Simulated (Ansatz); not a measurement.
Gas-phase electronic energies from Ansatz, PBE0-D4/def2-TZVP geometries. CCSD(T)/CBS is the MP2 limit (def2-TZVPP, def2-QZVPP) plus CCSD(T) − MP2 in def2-TZVPP, frozen cores. DFT in def2-TZVPP. def2 core potentials past Kr. For Ge, Sn outer-core shells are correlated without core-valence functions, which leaves a few kJ/mol of doubt a bond. Scalar relativity is left out up to krypton.

Consider the formal exchange of groups at the Si–Ge bond: `F[C]1=[CH][GeH]1[SiH3]` + `[F][SnH]([F])[F]` → `[F][Sn]([F])([F])[SiH3]` + `F[C]1=[CH][GeH2]1`.

```tsv
species	PBE energy (Eh)
`F[C]1=[CH][GeH]1[SiH3]`	-2544.88392
`[F][SnH]([F])[F]`	-514.37118
`[F][Sn]([F])([F])[SiH3]`	-804.94012
`F[C]1=[CH][GeH2]1`	-2254.32506
```

Q: Work out ΔE.

A: ΔE = (-804.94012) + (-2254.32506) − (-2544.88392) − (-514.37118) = -0.01008 Eh = -26.5 kJ/mol. CCSD(T)/CBS gives -25.0 kJ/mol.

Largest T1 diagnostic among the species: 0.015.

In def2-TZVPP, CCSD(T) changes the Hartree–Fock value by +6.4 kJ/mol (the triples alone add +1.5 kJ/mol) and MP2 by +4.5 kJ/mol.
